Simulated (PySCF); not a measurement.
Isomers of C3H10AsB, mass 132.009 u with the commonest isotopes. Computed with PBE0-D3(BJ)/def2-SVP geometry optimisation, gas phase (PySCF 2.14.0). One conformer each, none proved a minimum here; rigid rotors.

Problem. Order these by rotational constant C, smallest first.
A. `[AsH3+:1][BH2-:2][CH:3]1[CH2:4][CH2:5]1` with As1–B2–C3–C4 76°
B. `[BH2:1][AsH:2][CH2:3][CH2:4][CH3:5]` with H–B1–As2–C3 -150° and 40°, B1–As2–C3–C4 59°, As2–C3–C4–C5 178°
C. `[BH2:1][AsH:2][CH:3]([CH3:4])[CH3:5]` with H–B1–As2–C3 -149° and 41°, B1–As2–C3–C4 166°

Solution. A (1217 MHz), B (1282 MHz), C (1711 MHz).

Problem. Order these by rotational constant A, smallest first.
A. `[BH2:1][AsH:2][CH:3]([CH3:4])[CH3:5]` with H–B1–As2–C3 -149° and 41°, B1–As2–C3–C4 166°
B. `[AsH3+:1][BH2-:2][CH:3]1[CH2:4][CH2:5]1` with As1–B2–C3–C4 76°
C. `[BH2:1][AsH:2][CH2:3][CH2:4][CH3:5]` with H–B1–As2–C3 -150° and 40°, B1–As2–C3–C4 59°, As2–C3–C4–C5 178°

Solution. A (5243 MHz), C (7231 MHz), B (9246 MHz).

Problem. Order these by radius of gyration √(Σ m r²/M), smallest first.
A. `[AsH3+:1][BH2-:2][CH:3]1[CH2:4][CH2:5]1` with As1–B2–C3–C4 76°
B. `[BH2:1][AsH:2][CH:3]([CH3:4])[CH3:5]` with H–B1–As2–C3 -149° and 41°, B1–As2–C3–C4 166°
C. `[BH2:1][AsH:2][CH2:3][CH2:4][CH3:5]` with H–B1–As2–C3 -150° and 40°, B1–As2–C3–C4 59°, As2–C3–C4–C5 178°

Solution. B (1.538 Å), C (1.760 Å), A (1.804 Å).

```json
{"SMILES": "B[AsH]C(C)C", "point group": "C1", "Ia (u·Å²)": "96.40", "Ib (u·Å²)": "232.81", "Ic (u·Å²)": "295.37", "κ": "-0.74", "μa (D)": "1.36", "μb (D)": "0.01", "μc (D)": "0.63"}
{"SMILES": "B[AsH]CCC", "point group": "C1", "Ia (u·Å²)": "69.90", "Ib (u·Å²)": "353.59", "Ic (u·Å²)": "394.29", "κ": "-0.95", "μa (D)": "1.45", "μb (D)": "0.23", "μc (D)": "0.19"}
{"SMILES": "[AsH3+][BH2-]C1CC1", "point group": "C1", "Ia (u·Å²)": "54.66", "Ib (u·Å²)": "388.89", "Ic (u·Å²)": "415.21", "κ": "-0.98", "μa (D)": "3.02", "μb (D)": "1.98", "μc (D)": "0.55"}
```
